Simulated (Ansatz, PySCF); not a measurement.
The pair A = SiH4 (SMILES [SiH4]) (first 5 atoms), B = SiH4 (SMILES [SiH4]); geometry from B3LYP-D3(BJ)/def2-TZVP.
(charge 0, multiplicity 1):
```xyz
10

Si     0.018    -0.168    -0.102
H      1.069     0.873    -0.087
H     -1.076     0.225     0.816
H      0.590    -1.458     0.342
H     -0.521    -0.309    -1.473
Si    -0.017     0.167     3.902
H     -0.824    -1.050     3.659
H      1.118     0.201     2.953
H      0.504     0.148     5.288
H     -0.858     1.368     3.706
```

Correlated levels freeze the cores. CBS(a, b) extrapolates the correlation energy as X⁻³ and adds the Hartree–Fock energy of set b. MP2 and its Hartree–Fock in aug-cc-pV(T+d)Z are density fitted.

Codes used: Ansatz (Gaussian basis) for Hartree–Fock, density functionals and correlated methods; PySCF for the dispersion terms. 

The monomers are drawn apart, rigid, along the line of their centres of mass. Counterpoise-corrected interaction energies (kcal/mol):

```tsv
level	R = 5.625 Å	R = 7.232 Å
PBE-D3(BJ)/def2-TZVPPD	-0.3131	-0.0517
wB97M-V/def2-TZVPPD	-0.2216	-0.0419
MP2/CBS(aug-cc-pV(D+d)Z, aug-cc-pV(T+d)Z) + ΔCCSD(T)/aug-cc-pV(D+d)Z	-0.2153	-0.0407
```

Problem. R is the distance of the centres of mass. Find the local exponent m of E ∝ R⁻ᵐ between the two points.

Solution. 
m = ln(E₁/E₂)/ln(R₂/R₁): PBE-D3(BJ)/def2-TZVPPD 7.2; wB97M-V/def2-TZVPPD 6.6; MP2/CBS(aug-cc-pV(D+d)Z, aug-cc-pV(T+d)Z) + ΔCCSD(T)/aug-cc-pV(D+d)Z 6.6. For scale, two fixed dipoles give m = 3, dipole and quadrupole 4, quadrupoles 5, and dispersion or dipole-induced dipole 6 at long range; at these distances several terms mix, and what is left of overlap and damping shifts m, so it need not match one of them.

Ansatz is an electronic-structure program.
